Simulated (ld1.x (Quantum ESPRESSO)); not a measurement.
What one change does to a pseudopotential (K (Z = 19), TM)

- Element: potassium (K)
- Generator: ld1.x (Quantum ESPRESSO) 7.5
- Type: norm-conserving Troullier–Martins (Kleinman–Bylander form)
- Functional: revPBE
- Relativity: scalar-relativistic
- Frozen core: [Ar]
- Valence charge: 1
- Reference configuration: 4s1 4p0
- Partial waves: 4p (bound, empty): rc 3.00 bohr; 3d channel at 0.4 Ry: rc 3.55 bohr; 4s (bound): rc 3.50 bohr
- Local potential: the s channel
- Core correction: none

Change: wave 4s (bound): rc 3.50 bohr becomes 4s (bound): rc 2.34 bohr.

Cutoffs: the cutoffs (Ry, on a coarse ladder) from which the occupation-weighted sum of valence levels, in a spherical-Bessel basis at the reference potential, stays within 10 and 1 mRy of its value at 400 Ry; they do not see the model core or the augmentation charge, which bear on the density cutoff. Errors are all-electron minus pseudo energies relative to the spin-unpolarised reference configuration.

Problem. How do hardness, ghosts and transferability respond?

Solution. The potential gets harder (6 Ry and 6 Ry → 8 Ry and 18 Ry); both files keep a bound ghost (p); the range in which the s phases agree narrows (upper end 1.2 → 0.0). A smaller radius makes the pseudo-wave follow the all-electron one further in, where it bends more sharply, so more plane waves are needed.

```tsv
quantity	base	changed
cutoff, loose	6 Ry	8 Ry
cutoff, tight	6 Ry	18 Ry
bound ghosts	p	p
error for 4s0.5 4p0, meV [ΔE 1.61 eV]	+5.5	+6.4
error for 4s0 4p1, meV [ΔE 1.49 eV]	+92	+82
s: phases at 3.85 bohr within 0.05 rad from the reference energy up to (Ry; the scan ends near 5)	1.2	0.0
p: phases at 3.85 bohr within 0.05 rad from the reference energy up to (Ry; the scan ends near 5)	2.0	2.2
d: phases at 3.85 bohr within 0.05 rad from the reference energy up to (Ry; the scan ends near 5)	0.6	0.6
```

Base: The cutoffs count occupied waves only; the empty 4p level needs 10 Ry at the loose tolerance. A true bound ghost makes a file unfit for plane-wave use even where its test errors are small: the radial tests pick states by their node count and pass the ghost by.
